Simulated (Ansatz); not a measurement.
Molecule: CH4NO, net charge 1, singlet state. It need not be the lowest isomer of its formula. 
Geometry from a B3LYP-D3(BJ)/def2-TZVP (Ansatz, a quantum-chemistry and plane-wave program) optimisation:
```xyz
7

N     -1.1103     0.1667    -0.1510
C      0.4571     0.3259    -0.0454
O      1.0813    -0.6051     0.2679
H     -1.3527    -0.8011     0.0899
H     -1.5926     0.8042     0.4931
H      0.7656     1.3468    -0.2946
H     -1.4409     0.3691    -1.1016
```
Charge +1, spin multiplicity 1.

Basis-set convergence of Hartree-Fock and CCSD correlation energies (hartree) with Ansatz. Cores are frozen in the correlated levels unless marked. No spin-orbit coupling. No relativistic terms.

| basis | functions | E(HF) | E(corr, CCSD) |
|---|---|---|---|
| aug-cc-pVDZ | 105 | -169.26561 | -0.52800 |
| aug-cc-pVTZ | 230 | ___ | ___ |

Task: Fill in the missing entries.

Result: 
- aug-cc-pVTZ, E(HF): -169.30823
- aug-cc-pVTZ, E(corr, CCSD): -0.62504
